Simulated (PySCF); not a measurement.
Run record: geometry optimisation, `C=[CH][SnH3]`.

Method: PBE0-D3(BJ)/def2-SVP geometry optimisation, gas phase, def2 core potentials past Kr (PySCF 2.14.0). Start geometry: GFN2-xTB. A driver script takes a list of jobs; this job's settings line and coordinates (Å) are shown.

Input:
```
{"job": {"xc": "PBE0", "basis": "def2-SVP", "d3": "d3bj", "grid": 1, "maxiter": 30, "shake": 0.01, "kind": "geom"}, "charge": 0, "multiplicity": 1}
C     -1.650450    -0.165700     0.185680
C     -0.581640    -0.343830    -0.528190
Sn     1.358790     0.232310     0.074120
H     -2.608340    -0.449330    -0.177110
H     -1.656040     0.335180     1.134570
H     -0.651290    -0.822480    -1.490080
H      2.415550    -1.070160     0.164970
H      2.079600     1.308040    -0.994970
H      1.351620     0.958800     1.597290
```

Task: What does the run print?

Result: 
```
step   0  E = -293.89486888  max force = 0.039541
step   1  E = -293.89984323  max force = 0.004449
step   2  E = -293.90014614  max force = 0.001173
step   3  E = -293.90017483  max force = 0.000225
step   4  E = -293.90017846  max force = 0.000254
optimisation converged
```

Energies in Eh; «max force» is the largest Cartesian gradient component in Eh/bohr.

Task: Give the first gradient maximum in eV/Å.

Result: With 1 Eh/bohr = 51.422 eV/Å, 2.033 eV/Å.

Task: How much energy does the optimisation release, in kcal/mol?

Result: E(step 0) − E(last step) = 0.005310 Eh, which is 3.3 kcal/mol.

In short: final energy -293.90018 Eh after 4 steps; dipole 0.57 D.

Task: How long does this job take on one thread, Arm Neoverse V1 (aarch64), no GPU, shared host? And the peak memory of the process?

Result: About 14 s, with 0.36 GiB resident at the peak, the Python interpreter and its libraries included.
Labels such as C1 count atoms from 1, the log's own numbers from 0.
